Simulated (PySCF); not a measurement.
dialuminium oxide (Al2O), SMILES [Al][O][Al] (connectivity only; charge and spin as stated), neutral, multiplicity 1.

Coordinates come from a r2SCAN-D4/def2-TZVP optimisation.

All values below come from r2SCAN-D4/def2-TZVP (PySCF 2.14.0).

Frequencies are harmonic and unscaled.

Modes within 1.5 cm⁻¹ of each other (mostly degenerate sets) share a row, with their intensities summed.

```
mode  ν (cm⁻¹)  IR (km/mol)  moving atoms (share of kinetic energy)
----  --------  -----------  --------------------------------------
1–2         98          0.1                         O 77 %, Al 23 %
3          510          0.0                                Al 100 %
4         1003        568.7                         O 77 %, Al 23 %
```
